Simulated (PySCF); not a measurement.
Which level of theory gave which numbers?

Species: C₃H₈FNSi.
SMILES: `C=C(F)[SiH2]NC`

The closed-shell ground state was solved 5 times with PySCF (density fitting, gas phase), always with PBE0, in these basis sets: 6-31+G*, 6-31G*, STO-3G, def2-SVP and def2-TZVP. Isolated species at its PBE0-D3(BJ)/def2-SVP geometry (one conformer only).

| row | total energy (Eh) | HOMO (eV) | LUMO (eV) | dipole (D) |
| --- | --- | --- | --- | --- |
| P | -555.8588 | -3.47 | 3.83 | 0.79 |
| Q | -562.7617 | -6.80 | -0.32 | 0.97 |
| R | -562.4793 | -6.69 | -0.05 | 0.93 |
| S | -562.8972 | -6.83 | -0.27 | 0.90 |
| T | -562.7447 | -6.57 | 0.21 | 0.81 |

Task: Which basis belongs to which row?

Result: P = STO-3G, Q = 6-31+G*, R = def2-SVP, S = def2-TZVP, T = 6-31G*. From the lowest total energy up: def2-TZVP (240 functions) 0 eV; 6-31+G* (128 functions) +3.69 eV; 6-31G* (104 functions) +4.15 eV; def2-SVP (128 functions) +11.37 eV; STO-3G (42 functions) +191.53 eV.

Shape of the structure used: `[CH2:1]=[C:2]([F:3])[SiH2:4][NH:5][CH3:6]`: C1–C2–Si4–N5 -136°, C2–Si4–N5–C6 177°.
